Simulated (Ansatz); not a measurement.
The cluster Mo₄⁻. Total charge -1; quartet. Geometry PBE0-D4/def2-SVPD; atoms count from 1.

```xyz
4

Mo   -0.1407    0.5057   -1.3270
Mo    1.4037   -0.8360   -0.8986
Mo   -1.4399    0.8483    1.0019
Mo    0.1769   -0.5180    1.2238
```

In the def2 sets Mo takes a core potential; there is no spin–orbit coupling. The charge -1 quartet is spin-contaminated (final ⟨S²⟩ up to 5.39, 3.75 for a pure state). The geometry of the quartet was relaxed on an unsound state (⟨S²⟩ 5.36, where a pure state has 3.75). At PBE0-D4/def2-TZVPD a doublet of charge -1 lies 0.98 eV below the quartet, each at its own geometry. That doublet is doubtful there (⟨S²⟩ 4.52, where a pure state has 0.75). The structure comes from a short search, and lower isomers may exist.

(1) Estimate the Mulliken populations from the PBE0/def2-TZVPD orbitals of Ansatz.

(2) Where does the spin sit?

(3) And the Mayer bond orders between bonded heavy atoms (over 0.3)?

Answers

(1) 
| atom | charge (e) | spin (α − β) | d electrons |
| --- | --- | --- | --- |
| Mo1 | -0.21 | -0.23 | 4.80 |
| Mo2 | -0.26 | 2.21 | 4.81 |
| Mo3 | -0.27 | 3.20 | 4.77 |
| Mo4 | -0.26 | -2.18 | 4.79 |
Mulliken values and Mayer orders depend strongly on the basis. With diffuse functions, as here, like atoms can get unlike values, and bond orders can come out too low or too high.

(2) Summed by element: Mo 3.00, of 3 unpaired in all. Largest on single atoms: Mo3 3.20, Mo2 2.21, Mo4 -2.18.

(3) Mo1–Mo2 3.49 (2.09 Å); Mo1–Mo3 1.12 (2.69 Å); Mo1–Mo4 0.92 (2.77 Å); Mo2–Mo4 1.61 (2.47 Å); Mo3–Mo4 3.15 (2.13 Å). Values over 0.3 also appear between atoms too far apart for a bond (Mo2–Mo3 0.41 at 3.81 Å); they arise where an orbital or an unpaired electron spreads over both atoms.
